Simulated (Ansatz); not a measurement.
`OC1(F)BN1` at its PBE0-D4/def2-TZVP geometry, where that method's forces vanish. Total charge 0; spin multiplicity 1.

```tsv
atom	x (Å)	y (Å)	z (Å)
O1	-1.5421	-0.0896	-0.3838
C2	-0.2074	0.1979	-0.3559
F3	0.2400	0.3550	-1.6523
B4	0.5692	0.7542	0.8507
N5	0.6769	-0.5475	0.4653
H6	-1.7043	-0.7295	-1.0877
H7	0.9430	1.5516	1.6388
H8	1.0246	-1.4920	0.5250
```

(1) For each bond, give half the difference of the two atoms' forces along it (eV/Å; positive pushes the atoms apart) under PBE-D4, r2SCAN-D4, B3LYP-D4, ωB97M-V in def2-TZVPP. (Best estimate.)

## Answers

(1) Ansatz gave: 
| bond | length (Å) | PBE-D4 | r2SCAN-D4 | B3LYP-D4 | ωB97M-V |
| --- | --- | --- | --- | --- | --- |
| O1–C2 | 1.366 | 0.20 | 0.16 | 0.19 | 0.21 |
| O1–H6 | 0.965 | 0.40 | 0.01 | -0.04 | -0.13 |
| C2–F3 | 1.380 | 0.50 | 0.31 | 0.33 | 0.15 |
| C2–B4 | 1.539 | 0.10 | -0.04 | -0.02 | 0.01 |
| C2–N5 | 1.418 | 0.25 | 0.13 | 0.10 | 0.13 |
| B4–N5 | 1.362 | 0.37 | 0.23 | 0.15 | 0.22 |
| B4–H7 | 1.182 | -0.15 | -0.12 | -0.18 | -0.21 |
| N5–H8 | 1.008 | 0.02 | -0.10 | -0.09 | -0.19 |

B3LYP here is the variant with VWN-RPA as its local correlation; programs differ in this.
